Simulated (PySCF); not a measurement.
Dipole response of V⁺ (vanadium, charge +1)

[Ar] 3d4, high-spin 5D determinant. Computed with PySCF 2.14 in aug-cc-pwCVTZ-DK, with the spin-free X2C one-electron Hamiltonian (Gaussian nucleus). Coupled (time-dependent) response in atomic units; α is the mean over directions.

```tsv
method	mean α (bohr³)	α xx, yy, zz	C₆ (like pair)	S(−4)
BP86	18.90	17.75, 17.75, 21.19	72.57	605.9
```

S(−4) is the Cauchy moment in α(ω) = α(0) + S(−4) ω² + …

α(iu) at BP86:

| u (hartree) | α(iu) (bohr³) |
| --- | --- |
| 0 | 18.90 |
| 0.0500 | 17.55 |
| 0.100 | 14.78 |
| 0.200 | 10.33 |
| 0.300 | 7.883 |
| 0.500 | 5.389 |
| 0.750 | 3.810 |
| 1.00 | 2.898 |
| 1.50 | 1.882 |
| 2.00 | 1.330 |
| 3.00 | 0.7652 |
| 5.00 | 0.3502 |

A single London oscillator, α(iu) = α/(1 + u²/ω²), gives C₆ = (3/4) ω α². Matching the computed C₆ needs ω = 4 × 72.57 / (3 × 18.90²) = 0.271 hartree.

For an ion, C₆ is the dispersion term alone; charge-induced terms of lower order in 1/R come first.

The components differ because the open shell of this determinant is not spherical; for a pure term their mean is the scalar polarisability.
